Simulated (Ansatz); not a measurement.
Geometry optimisation, RKS B3LYP/def2-SVP (Ansatz).

The input (input.yaml):

```yaml
crystal:
  periodic: [false, false, false]
  atoms:
    - { symbol: C, position_ang: [-1.527, -1.368, -0.672] }
    - { symbol: C, position_ang: [-0.3666, -1.1203, 0.1557] }
    - { symbol: C, position_ang: [0.9098, -0.8239, -0.5128] }
    - { symbol: Si, position_ang: [0.2541, 0.5543, 0.5946] }
    - { symbol: C, position_ang: [-0.1198, 2.0276, -0.4032] }
    - { symbol: "N", position_ang: [1.2115, 0.6913, 1.9173] }
    - { symbol: H, position_ang: [-2.4588, -1.1796, -0.0865] }
    - { symbol: H, position_ang: [-1.5506, -2.3308, -1.0774] }
    - { symbol: H, position_ang: [-1.6165, -0.6296, -1.5028] }
    - { symbol: H, position_ang: [-0.3533, -1.8408, 0.9875] }
    - { symbol: H, position_ang: [1.8319, -1.2677, -0.0744] }
    - { symbol: H, position_ang: [0.9884, -0.5507, -1.5295] }
    - { symbol: H, position_ang: [-0.9463, 1.9043, -1.1579] }
    - { symbol: H, position_ang: [0.7527, 2.3761, -0.8971] }
    - { symbol: H, position_ang: [-0.4521, 2.8576, 0.2414] }
    - { symbol: H, position_ang: [1.2458, -0.1684, 2.4502] }
    - { symbol: H, position_ang: [2.1778, 0.8683, 1.607] }
basis:
  gaussian: { orbitals: def2-SVP }
hamiltonian:
  xc: b3lyp
relax:
  f_tol: 0.015
  max_steps: 40
```

Launched with:

```bash
$ ansatz run input.yaml --threads 2 --pin off --max-ram 3072MiB --backend cpu --events-out ev --progress --plain --runs-dir out
```

Q: Where does it end, and by what steps?

A: The forces met the threshold. After 13 steps the energy has fallen by 1.142 eV; H17 moved furthest, 0.63 Å.

```json
{"step": "0", "energy less start (eV)": "0.0000", "largest force component (eV/Å)": "2.773", "accepted": "yes"}
{"step": "1", "energy less start (eV)": "-0.7985", "largest force component (eV/Å)": "1.620", "accepted": "yes"}
{"step": "2", "energy less start (eV)": "-1.0726", "largest force component (eV/Å)": "0.486", "accepted": "yes"}
{"step": "3", "energy less start (eV)": "-1.0858", "largest force component (eV/Å)": "0.792", "accepted": "yes"}
{"step": "4", "energy less start (eV)": "-1.1216", "largest force component (eV/Å)": "0.413", "accepted": "yes"}
{"step": "5", "energy less start (eV)": "-1.1320", "largest force component (eV/Å)": "0.168", "accepted": "yes"}
{"step": "6", "energy less start (eV)": "-1.1281", "largest force component (eV/Å)": "0.204", "accepted": "no"}
{"step": "7", "energy less start (eV)": "-1.1387", "largest force component (eV/Å)": "0.059", "accepted": "yes"}
{"step": "8", "energy less start (eV)": "-1.1409", "largest force component (eV/Å)": "0.032", "accepted": "yes"}
{"step": "9", "energy less start (eV)": "-1.1267", "largest force component (eV/Å)": "0.484", "accepted": "no"}
{"step": "10", "energy less start (eV)": "-1.1415", "largest force component (eV/Å)": "0.016", "accepted": "yes"}
{"step": "11", "energy less start (eV)": "-1.1418", "largest force component (eV/Å)": "0.016", "accepted": "yes"}
{"step": "12", "energy less start (eV)": "-1.1419", "largest force component (eV/Å)": "0.023", "accepted": "yes"}
{"step": "13", "energy less start (eV)": "-1.1420", "largest force component (eV/Å)": "0.007", "accepted": "yes"}
```

```xyz
17
Properties=species:S:1:pos:R:3
C -1.645 -1.328 -0.631
C -0.350 -1.130 0.139
C 0.987 -0.953 -0.678
Si 0.524 0.487 0.411
C -0.052 2.078 -0.396
N 1.233 0.782 1.969
H -2.525 -1.259 0.031
H -1.675 -2.316 -1.126
H -1.774 -0.569 -1.421
H -0.237 -1.859 0.955
H 1.802 -1.641 -0.419
H 0.856 -0.874 -1.766
H -0.532 1.870 -1.365
H 0.797 2.756 -0.584
H -0.770 2.609 0.248
H 1.253 0.022 2.642
H 2.090 1.325 2.032
```

Whether the end is a true minimum wasn't checked by a vibrational analysis.

Run time: 74 s on 2 threads of Arm Neoverse V1, on a shared host, peak memory 0.41 GiB.
